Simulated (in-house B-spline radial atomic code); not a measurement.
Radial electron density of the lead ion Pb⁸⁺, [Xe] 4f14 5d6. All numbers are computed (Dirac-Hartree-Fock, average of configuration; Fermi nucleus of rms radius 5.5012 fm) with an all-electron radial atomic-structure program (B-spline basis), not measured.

Columns: r (bohr), 4πr²n(r) (electrons per bohr), bar.

```
0.000453    3.855 #
0.000557    5.304 ##
0.000685    7.261 ##
0.000843    9.893 ###
 0.00104    13.44 ####
 0.00127    17.85 #####
 0.00157    23.89 #######
 0.00193    31.37 #########
 0.00237    40.57 ############
 0.00291    51.61 ###############
 0.00358    64.46 ###################
  0.0044    78.46 #######################
 0.00541     92.7 ###########################
 0.00666    105.7 ##############################
 0.00818    115.4 #################################
  0.0101    120.3 ###################################
  0.0124    119.2 ##################################
  0.0152    113.8 #################################
  0.0187    107.8 ###############################
   0.023      107 ###############################
  0.0283    115.9 #################################
  0.0348    133.2 ######################################
  0.0428    149.8 ###########################################
  0.0526    153.2 ############################################
  0.0646    140.3 ########################################
  0.0795    124.1 ####################################
  0.0977    124.2 ####################################
    0.12    139.7 ########################################
   0.148    143.2 #########################################
   0.182    117.1 ##################################
   0.223    87.17 #########################
   0.275    84.61 ########################
   0.338     96.9 ############################
   0.415    88.51 #########################
   0.511    59.01 #################
   0.628    35.24 ##########
   0.772    25.94 #######
   0.949    20.85 ######
    1.17    13.35 ####
    1.43    6.302 ##
    1.76    1.992 #
    2.17   0.3975 
    2.67  0.04638 
    3.28 0.002751 
    4.03 6.808e-05
```

On this grid the curve has 4 maxima, near 0.0101, 0.0526, 0.148, 0.338 bohr.

The 5p1/2 radial function P(r) = rR(r), positive near the nucleus, with its small component Q(r) (sign convention: Q ≈ (P' + κP/r)/2c):

| r (bohr) | P | Q |
| --- | --- | --- |
| 0.000244 | 0.002986 | 0.009173 |
| 0.000369 | 0.004514 | 0.01276 |
| 0.000557 | 0.006712 | 0.01759 |
| 0.000843 | 0.01004 | 0.02414 |
| 0.00127 | 0.01516 | 0.03268 |
| 0.00193 | 0.02358 | 0.04392 |
| 0.00291 | 0.0372 | 0.05745 |
| 0.0044 | 0.05996 | 0.07289 |
| 0.00666 | 0.09739 | 0.08788 |
| 0.0101 | 0.1558 | 0.09748 |
| 0.0152 | 0.2339 | 0.09364 |
| 0.023 | 0.3128 | 0.06744 |
| 0.0348 | 0.3227 | 0.01728 |
| 0.0526 | 0.1515 | -0.03709 |
| 0.0795 | -0.2235 | -0.05427 |
| 0.12 | -0.4709 | -0.01271 |
| 0.182 | -0.05319 | 0.0355 |
| 0.275 | 0.6469 | 0.01987 |
| 0.415 | 0.2752 | -0.02018 |
| 0.628 | -0.9343 | -0.01897 |
| 0.949 | -1.185 | -0.0004682 |
| 1.43 | -0.4953 | 0.003015 |
| 2.17 | -0.06466 | 0.0006037 |
| 3.28 | -0.001805 | 2.023e-05 |
